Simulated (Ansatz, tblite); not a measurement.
Removing and adding an electron: In(py)Cl3 (C₅H₅Cl₃InN). Total charge 0; singlet. Geometry: PBE-D4/def2-SVP. Ansatz, gas phase; energy differences of separate SCF runs; the oxidised species was run as a doublet alone; the reduced species was run as a doublet alone.

```xyz
15

In    0.708    2.085    1.680
N     0.111    0.369    0.272
C     0.953   -0.017   -0.709
C     0.642   -1.086   -1.557
C    -0.575   -1.759   -1.377
C    -1.448   -1.336   -0.363
C    -1.070   -0.259    0.445
H     1.879    0.573   -0.809
H     1.348   -1.378   -2.347
H    -0.846   -2.604   -2.028
H    -2.416   -1.828   -0.198
H    -1.716    0.143    1.243
Cl    2.090    3.250    0.133
Cl    1.835    1.004    3.461
Cl   -1.497    2.842    2.153
```

In the def2 sets In takes a core potential; there is no spin–orbit coupling. The xTB rows come from tblite. HOMO above LUMO, or a gap near zero within one spin, warns that the state may not be the lowest or that an electron is smeared out.

Question: Estimate orbital energies and vertical ionisation energies and electron affinities at: GFN1-xTB; GFN2-xTB; PBE-D4/def2-TZVP; PBE0-D4/def2-TZVP; r2SCAN0-D4/def2-TZVP.

Answer: 
```csv
level,−HOMO (eV),vertical IE (eV),−LUMO (eV),vertical EA (eV),HOMO–LUMO gap (eV),IE − EA (eV),remarks
GFN1-xTB,12.22,14.23,8.85,6.24,3.37,7.99,–
GFN2-xTB,11.30,13.68,8.62,6.13,2.67,7.55,–
PBE-D4/def2-TZVP,7.03,9.50,3.40,1.00,3.63,8.51,"HOMO above zero (-1 doublet), gap within one spin near zero (+1 doublet), gap within one spin near zero (-1 doublet)"
PBE0-D4/def2-TZVP,8.46,10.17,2.51,0.86,5.95,9.30,HOMO above zero (-1 doublet)
r2SCAN0-D4/def2-TZVP,8.70,10.32,2.45,0.92,6.25,9.40,HOMO above zero (-1 doublet)
```

   A HOMO above zero means that the electron is unbound at that level or that self-interaction error raises the level; the energy of removing that electron tells which. Raw xTB energy differences between charge states are shifted by several eV; the methods need an empirical correction for them. Sets without diffuse functions give affinities that are too small.
